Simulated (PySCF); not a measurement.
Two species compared at the same levels of theory.

First species: 1,3,4-oxdiazole, C2H2N2O.
SMILES: `c1nnco1`

Second species: B2H8P2.
SMILES with atom numbers: `[BH2-:1]1[PH2+:2][BH2-:3][PH2+:4]1` (hydrogens: H5, H6 on B1; H7, H8 on P2; H9, H10 on B3; H11, H12 on P4)

Levels: CAM-B3LYP/def2-SVPD for dipole moment, HOMO energy, LUMO energy, HOMO–LUMO gap, static isotropic polarisability and electronic spatial extent ⟨r²⟩ about the centre of nuclear charge; TDDFT CAM-B3LYP/def2-SVPD for lowest singlet excitation; TDA CAM-B3LYP/def2-SVPD for lowest triplet excitation (Tamm–Dancoff); ΔSCF CAM-B3LYP/def2-SVPD for vertical ionisation energy; PBE0-D3(BJ)/def2-SVP for rotational constant A and rotational constant C. Geometries: PBE0-D3(BJ)/def2-SVP. Each species is one conformer at its optimised geometry, gas phase, non-relativistic unless stated. Electronic properties by PySCF.

Values for the first species:

```
Dipole moment                                                     : 3.26 D
HOMO energy                                                       : -9.81 eV
LUMO energy                                                       : 0.43 eV
HOMO–LUMO gap                                                     : 10.24 eV
Lowest singlet excitation                                         : 6.01 eV
Lowest triplet excitation (Tamm–Dancoff)                          : 4.84 eV
Static isotropic polarisability                                   : 36.4 au
Vertical ionisation energy                                        : 10.89 eV
Electronic spatial extent ⟨r²⟩ about the centre of nuclear charge : 253 bohr²
Rotational constant A                                             : 10.519 GHz
Rotational constant C                                             : 5.224 GHz
```

Task: Estimate the same properties for the second species, and the change in each.

Result: 
```
                                                         property       first     second  second less first
                                                    dipole moment      3.26 D     0.94 D            -2.32 D
                                                      HOMO energy    -9.81 eV   -9.13 eV           +0.68 eV
                                                      LUMO energy     0.43 eV    0.58 eV           +0.15 eV
                                                    HOMO–LUMO gap    10.24 eV    9.71 eV           -0.53 eV
                                        lowest singlet excitation     6.01 eV    6.44 eV           +0.43 eV
                         lowest triplet excitation (Tamm–Dancoff)     4.84 eV    6.03 eV           +1.19 eV
                                  static isotropic polarisability     36.4 au    83.2 au           +46.8 au
                                       vertical ionisation energy    10.89 eV    9.86 eV           -1.03 eV
electronic spatial extent ⟨r²⟩ about the centre of nuclear charge   253 bohr²  529 bohr²         +276 bohr²
                                            rotational constant A  10.519 GHz  7.048 GHz         -3.471 GHz
                                            rotational constant C   5.224 GHz  2.630 GHz         -2.594 GHz
```

On the first: No computed singlet falls in the visible range (750 to 380 nm, 1.65 to 3.26 eV); S1 lies 2.75 eV above its blue end. In wavenumbers S1 is 48500 cm⁻¹ (1 eV = 8065.54 cm⁻¹).

On the second: The principal polarisabilities are 70.6, 83.7 and 95.4 au; their mean is the isotropic value. A dipole of 0.94 D is allowed in C2v, and pure rotational transitions are dipole-allowed.
